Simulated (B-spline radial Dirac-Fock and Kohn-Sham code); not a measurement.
# Electron momentum distribution of Xe¹⁴⁺: Compton profiles

System: xenon as Xe¹⁴⁺ in the configuration [Kr] 4d4.

Input of the calculation (task.json; shells as n, l, electrons):

```json
{"items": [{
  "Z": 54,
  "q": 14,
  "cfg": [[1, 0, 2], [2, 0, 2], [2, 1, 6], [3, 0, 2], [3, 1, 6], [3, 2, 10], [4, 0, 2], [4, 1, 6], [4, 2, 4]],
  "A": 132,
  "rrms": 4.7859,
  "do": ["scatter"],
  "s": [0.0, 0.05, 0.1, 0.15, 0.2, 0.25, 0.3, 0.35, 0.4, 0.45, 0.5, 0.6, 0.7, 0.8, 0.9, 1.0, 1.1, 1.2, 1.4, 1.6, 1.8, 2.0, 2.5, 3.0, 3.5, 4.0, 5.0, 6.0],
  "pz": [0, 0.1, 0.2, 0.3, 0.4, 0.5, 0.6, 0.8, 1.0, 1.2, 1.4, 1.6, 1.8, 2.0, 2.5, 3.0, 4.0, 5.0, 7.0, 10.0, 15.0, 20.0, 30.0, 40.0, 60.0, 100.0],
  "hv_scatter": [1000, 5000, 8047.8, 17479.3, 20000, 30000, 500000, 1000000]
}]}
```

Launch: `python xray_run.py task.json out`

These are calculated numbers from a radial B-spline solver; the model is the impulse approximation on relativistic Hartree-Fock (Dirac-Fock) wave functions, averaged over the configuration. pz is in atomic units of momentum; subshell profiles are per electron, for a selection of subshells; open shells are spread over both j values by their weights.

```csv
pz,J total,J 2s1/2,J 2p3/2,J 3s1/2,J 4d5/2
0,3.491,0.0534,0.0279,0.122,0.129
0.2,3.484,0.0534,0.0279,0.122,0.129
0.3,3.475,0.0534,0.0279,0.121,0.129
0.4,3.462,0.0533,0.0279,0.121,0.129
0.5,3.445,0.0533,0.0279,0.120,0.129
0.6,3.425,0.0532,0.0279,0.119,0.129
0.8,3.373,0.0530,0.0279,0.117,0.129
1,3.305,0.0528,0.0279,0.114,0.129
1.2,3.222,0.0525,0.0279,0.110,0.128
1.4,3.124,0.0522,0.0279,0.106,0.127
1.6,3.013,0.0519,0.0279,0.102,0.126
1.8,2.890,0.0514,0.0279,0.0971,0.123
2,2.759,0.0510,0.0279,0.0921,0.119
2.5,2.412,0.0497,0.0279,0.0788,0.105
3,2.077,0.0481,0.0278,0.0653,0.0850
4,1.562,0.0444,0.0277,0.0413,0.0440
5,1.251,0.0401,0.0274,0.0242,0.0180
7,0.8759,0.0306,0.0263,0.0101,0.00449
10,0.5054,0.0178,0.0232,0.00855,0.00383
15,0.2247,0.00543,0.0158,0.00422,0.00144
20,0.1165,0.00182,0.00919,0.00102,0.000391
30,0.04030,0.00129,0.00254,0.000259,3.29e-05
40,0.01757,0.000993,0.000695,0.000220,3.96e-06
60,0.004782,0.000345,7.17e-05,7.71e-05,< 1e-6
100,0.0006750,4.49e-05,2.59e-06,9.62e-06,< 1e-6
```

J(0) = 3.491. The 4p3/2 subshell gives the largest part, 19 %.

Mean momentum ⟨p⟩ by subshell (a.u.): 1s1/2 50.3, 2s1/2 17.8, 2p1/2 23.8, 2p3/2 22.5, 3s1/2 8.78, 3p1/2 10.5, 3p3/2 10.1, 3d3/2 12.0, 3d5/2 11.9, 4s1/2 4.51, 4p1/2 5.04, 4p3/2 4.90, 4d3/2 5.35, 4d5/2 5.31.
